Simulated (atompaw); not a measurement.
# An all-electron radial function and its pseudo partner (Br (Z = 35))

Columns: radius, all-electron u(r) and pseudo u(r) of the 3d shell (level -67.00 eV) of bromine in the configuration [Ar] 3d10 4s2 4p5; LDA (PW92), scalar-relativistic, PAW (atompaw) scheme, atompaw 4.2.0.5.

```
r (bohr)  all-electron  pseudo
   0.067        0.1024  0.0011
   0.135        0.4273  0.0080
   0.202        0.7836  0.0219
   0.269        1.0584  0.0392
   0.337        1.2243  0.0562
   0.404        1.2898  0.0736
   0.471        1.2839  0.0996
   0.538        1.2313  0.1434
   0.606        1.1500  0.2070
   0.673        1.0560  0.2751
   0.740        0.9571  0.3277
   0.808        0.8576  0.3556
   0.875        0.7638  0.3745
   0.942        0.6763  0.4146
   1.010        0.5948  0.4764
   1.077        0.5222  0.5018
   1.144        0.4570  0.4570
   1.212        0.3982  0.3982
   1.279        0.3468  0.3468
   1.346        0.3016  0.3016
   1.413        0.2618  0.2618
   1.481        0.2266  0.2266
   1.548        0.1962  0.1962
   1.615        0.1698  0.1698
   1.683        0.1465  0.1465
   1.750        0.1266  0.1266
```

Q: How many radial nodes do the two functions have?

A: The all-electron 3d function has n − l − 1 = 0; the pseudo-wave has 0.

Q: At about which radius was the pseudo-wave matched?

A: 1.15 bohr, where the columns begin to agree (steps of 0.07 bohr).

Q: Where does each function peak?

A: Outermost all-electron maximum near 0.40 bohr, pseudo maximum near 1.08 bohr (to the table’s step).

Q: Is the pseudo-wave norm-conserving?

A: No, it belongs to a PAW set: the norm inside the radius is not constrained, and the difference is carried by the augmentation charge.
